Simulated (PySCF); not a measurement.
Predicted microwave data (PBE0-D3(BJ)/def2-SVP geometry optimisation, gas phase (PySCF 2.14.0)) for one isomer of H9OPSi3:

```
Rotational constants : A = 5908, B = 667.5, C = 619.0 MHz
Dipole components    : |μa| = 1.23 D, |μb| = 0.32 D, |μc| = 0.87 D
Inertial defect      : -26.25 u·Å²
κ                    : -0.98
```

Problem. Which candidate fits, each taken in the one conformer that was computed?
A. `[OH:1][SiH2:2][SiH2:3][PH:4][SiH3:5]` with H–O1–Si2–Si3 178°, O1–Si2–Si3–P4 176°, Si2–Si3–P4–Si5 165°
B. `[SiH3:1][O:2][SiH2:3][SiH2:4][PH2:5]` with Si1–O2–Si3–Si4 -176°, O2–Si3–Si4–P5 -176°, Si3–Si4–P5–H -74° and -168°
C. `[SiH3:1][SiH2:2][O:3][SiH2:4][PH2:5]` with Si1–Si2–O3–Si4 71°, Si2–O3–Si4–P5 9°, O3–Si4–P5–H 83° and 177°

Solution. A. It is O[SiH2][SiH2]P[SiH3], a near-prolate asymmetric top, point group C1. The candidates at the same level (rigid rotor, commonest isotopes):

```json
{"SMILES": "[SiH3][SiH2]O[SiH2]P", "A (MHz)": "2588", "B (MHz)": "990.6", "C (MHz)": "846.9", "μa (D)": "0.77", "μb (D)": "0.17", "μc (D)": "0.24", "Δ (u·Å²)": "-108.69", "point group": "C1", "rotor": "asymmetric top"}
{"SMILES": "O[SiH2][SiH2]P[SiH3]", "A (MHz)": "5908", "B (MHz)": "667.5", "C (MHz)": "619.0", "μa (D)": "1.23", "μb (D)": "0.32", "μc (D)": "0.87", "Δ (u·Å²)": "-26.25", "point group": "C1", "rotor": "near-prolate asymmetric top"}
{"SMILES": "[SiH3]O[SiH2][SiH2]P", "A (MHz)": "8012", "B (MHz)": "573.6", "C (MHz)": "547.8", "μa (D)": "0.29", "μb (D)": "0.15", "μc (D)": "0.69", "Δ (u·Å²)": "-21.62", "point group": "–", "rotor": "near-prolate asymmetric top"}
```

`[SiH3]O[SiH2][SiH2]P` has A 36 % too high; `[SiH3][SiH2]O[SiH2]P` has A 56 % too low. No structure here is proved a minimum.
